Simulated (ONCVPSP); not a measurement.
**Configuration tests for selenium (Se) (ONCV)**

- Element: selenium
- Generator: ONCVPSP 4.0.1
- Type: optimised norm-conserving Vanderbilt (ONCV)
- Functional: PBEsol
- Relativity: fully relativistic
- Frozen core: [Ne]
- Valence charge: 24
- Reference configuration: 3s2 3p6 3d10 4s2 4p4
- Partial waves: 3s+4s: rc 0.80 bohr, ncon 3, nbas 6, qcut 19.5 1/bohr, 2 projectors; 3p+4p: rc 1.20 bohr, ncon 4, nbas 8, qcut 9.6 1/bohr, 2 projectors; 3d: rc 0.80 bohr, ncon 3, nbas 8, qcut 21.9 1/bohr, local
- Local potential: the d channel
- Core correction: Teter function, parameters optimised by the program

Open shells are filled in proportion to 2j + 1.

Energies are relative to the spin-unpolarised reference configuration 3s2 3p6 3d10 4s2 4p4; without spin polarisation the order of configurations can differ from experiment. The d channel is local and has no spin–orbit splitting in the pseudo-atom.

Task: Give the all-electron excitation energy and the error of the potential for: 3s2 3p6 3d10 4s2 4p3; 3s2 3p6 3d10 4s2 4p2; 3s2 3p6 3d10 4s2 4p1; 3s2 3p6 3d10 4s2 4p3.5.

Result:

```tsv
valence configuration	charge	ΔE all-electron (eV)	error AE − PS (meV)
3s2 3p6 3d10 4s2 4p3	+1	10.854	+0.5
3s2 3p6 3d10 4s2 4p2	+2	31.227	+1.4
3s2 3p6 3d10 4s2 4p1	+3	62.135	+2.9
3s2 3p6 3d10 4s2 4p3.5	+0.5	4.312	+0.2
```

Levels in the configuration 3s2 3p6 3d10 4s2 4p1:

| level | all-electron (eV) | pseudo (eV) |
| --- | --- | --- |
| 3s j=1/2 | -249.475 | -249.473 |
| 3p j=3/2 | -187.243 | -187.227 |
| 3p j=1/2 | -193.126 | -193.108 |
| 3d j=5/2 | -89.072 | -89.439 |
| 3d j=3/2 | -89.973 | -89.439 |
| 4s j=1/2 | -49.362 | -49.360 |
| 4p j=3/2 | -36.253 | -36.252 |
| 4p j=1/2 | -36.851 | -36.848 |

Note: ghosts flagged at negative energy: s at -347.7 eV; no localised positive-energy state flagged. A true bound ghost makes a file unfit for plane-wave use. The potential misses its own reference levels by up to 0.5 eV.
